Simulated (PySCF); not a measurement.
How methods differ on the excitation energy of Ti+

Ti+ [Ar] 3d2 4s1 (4F) → Ti+ [Ar] 3d3 (4F), as a difference of total energies. All numbers are calculated (PySCF 2.14, scalar relativity by spin-free X2C-1e, in x2c-QZVPPall with one added diffuse shell each of s, p, d, f, g type (12s8p6d4f3g, 121 functions)). Correlated levels: valence: [Ar] frozen; valence and next inner shell: [Ne] frozen. The calculations carry no spin-orbit coupling.

```json
{"method": "UHF", "excitation energy (eV)": "0.671"}
{"method": "PBE", "excitation energy (eV)": "-0.184"}
{"method": "PBE0", "excitation energy (eV)": "-0.105"}
{"method": "r2SCAN", "excitation energy (eV)": "-0.155"}
{"method": "M06", "excitation energy (eV)": "-0.717"}
{"method": "PBEsol", "excitation energy (eV)": "-0.242"}
{"method": "LC-wPBE", "excitation energy (eV)": "-0.376"}
{"method": "SCS-MP2 (valence)", "excitation energy (eV)": "0.583"}
{"method": "MP2 (valence and next inner shell)", "excitation energy (eV)": "0.139"}
{"method": "SCS-MP2 (valence and next inner shell)", "excitation energy (eV)": "0.326"}
```

Estimate what MP2 (valence) gives.

0.405 eV, closest to SCS-MP2 (valence and next inner shell) among the rows shown.

Estimate what LDA gives.

-0.226 eV, closest to PBEsol among the rows shown.

Errors of the correlated levels include the incompleteness of this basis and the frozen core.

For comparison: 0.107 eV (measured; NIST levels, between the centres of gravity of the two terms).
